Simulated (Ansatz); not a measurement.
Stepwise reaction of `[OH][Y]([OH])[OH]` with hydrogen chloride, as a gas-phase model of exchange steps in deposition or etching. ΔE in kJ/mol.

Program: Ansatz. Geometries: PBE0-D4/def2-TZVP. ΔE: electronic, gas phase. CCSD(T)/CBS is the MP2 limit (def2-TZVPP, def2-QZVPP) plus CCSD(T) − MP2 in def2-TZVPP, frozen cores. This one scheme is used for every species. DFT in def2-TZVPP. B3LYP here is the variant with VWN-RPA as its local correlation; programs differ in this. def2 core potentials past Kr. For Y outer-core shells are correlated without core-valence functions, which leaves a few kJ/mol of doubt a bond. Each species was taken in one conformer, which may not be the lowest.

```json
{"step": "1", "reaction": "`[OH][Y]([OH])[OH]` + HCl → `[OH][Y]([OH])[Cl]` + H₂O", "PBE-D4": "-64.3", "B3LYP-D4": "-65.0", "ωB97M-V": "-67.0", "CCSD(T)/CBS": "-68.7"}
{"step": "3", "reaction": "`[OH][Y]([Cl])[Cl]` + HCl → `[Cl][Y]([Cl])[Cl]` + H₂O", "PBE-D4": "-41.2", "B3LYP-D4": "-41.0", "ωB97M-V": "-41.4", "CCSD(T)/CBS": "-46.0"}
```

Q: Give the row of step 2, `[OH][Y]([OH])[Cl]` + HCl → `[OH][Y]([Cl])[Cl]` + H₂O. (Estimate.)

A: Ansatz gave: 
```
step                                               reaction  PBE-D4  B3LYP-D4  ωB97M-V  CCSD(T)/CBS
   2  `[OH][Y]([OH])[Cl]` + HCl → `[OH][Y]([Cl])[Cl]` + H₂O   -52.1     -52.5    -54.0        -57.4
```

Q: By hand: ΔE of the 3 steps together at CCSD(T)/CBS.

A: (-68.7) + (-57.4) + (-46.0) = -172.1 kJ/mol, or -57.4 kJ/mol a step.

In ΔE each step is higher than the one before. All are downhill at CCSD(T)/CBS. PBE-D4 differs from CCSD(T)/CBS by 4.4 to 5.3 kJ/mol a step. Isolated molecules leave out the surface, adducts and barriers. Largest T1 diagnostic: 0.014.
